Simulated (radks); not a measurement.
Question: Species: K VIII. Configuration: [Ne] 3s2. Calculated with a radial shooting solver on a logarithmic mesh with Libxc functionals: scalar-relativistic Kohn-Sham, exchange-only LDA, spin-polarised, spherical densities, point nucleus. Some entries of the table are withheld. Estimate them.

| orbital | occ. | eigenvalue (hartree) | r(max) (bohr) | <r> (bohr) |
|---|---|---|---|---|
| 1s | 2 | -134.2599 | 0.05315 | 0.08122 |
| 2s | 2 | -17.85599 | (1) | 0.3859 |
| 2p | 6 | -15.24154 | (2) | 0.3470 |
| 3s | 2 | (3) | 0.9888 | 1.086 |
| 3p | 0 | -4.60620 | (4) | 1.117 |
| 4s | 0 | -2.43117 | 2.167 | 2.209 |

Answer: 
(1) 2s r(max) (bohr): 0.3177
(2) 2p r(max) (bohr): 0.2608
(3) 3s eigenvalue (hartree): -5.29977
(4) 3p r(max) (bohr): 1.007
